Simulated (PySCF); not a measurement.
**Match the barriers**

Saddle point of SiHCl$_{3}$, closed shell (SiCl₂ + HCl → SiHCl₃ ([Cl][SiH]([Cl])[Cl]); bonds formed: Si1–H4, Si1–Cl5; bonds broken: H4–Cl5), PBE0-D4/def2-TZVP structure:

```tsv
atom	x (Å)	y (Å)	z (Å)
Si1	-0.2269	-0.2131	-0.5772
Cl2	1.6784	-0.7916	-1.0284
Cl3	-1.0980	-1.7640	0.4246
H4	-0.5262	1.3345	-0.1119
Cl5	0.1727	1.4343	1.2927
```

Program: PySCF 2.14 with density fitting (its default auxiliary sets; JK sets also for MP2 and CCSD(T)). Basis: def2-TZVPP, with def2-QZVPP for the basis limit. Cores are frozen in the correlated methods. B3LYP uses VWN-RPA correlation. Extrapolation: Hartree–Fock as exp(−7.88 √X), correlation as X^−2.97. Four methods, as single points on the PBE0-D4 structures, gave these electronic barriers from the start structure: 38.4, 64.9, 77.6, 129.6 kJ/mol.

**Question.** The methods were, in alphabetical order, B3LYP-D4, CCSD(T), HF, PBE-D4. Which gave which? (Judge from chemistry; the calculation decides.)

**Answer.** By the calculation: PBE-D4 38.4; B3LYP-D4 64.9; CCSD(T) 77.6; HF 129.6 kJ/mol. For comparison, CCSD(T) at an estimated basis limit (MP2 extrapolated from triple and quadruple zeta, plus CCSD(T) − MP2 in triple zeta) gives 71.2 kJ/mol.

T1 diagnostic: at most 0.014. The restricted Hartree–Fock reference is unstable towards an unrestricted one at one or more of these structures. The start structure is not quite a true minimum (one mode of 49i cm⁻¹).

Losses and insertions of silylenes and their heavier kin drive the gas-phase chemistry of silicon and germanium vapour deposition.

Labels in which every atom is bracketed show which atoms are joined, not bond orders.

For scale, one of the runs: CCSD(T)/def2-TZVPP, 182 basis functions, launched by `OMP_NUM_THREADS=4 python run.py`. The run took 6.6 min on 4 CPU threads of an Arm Neoverse N1 (shared host), with 1.8 GiB of host memory at its peak.
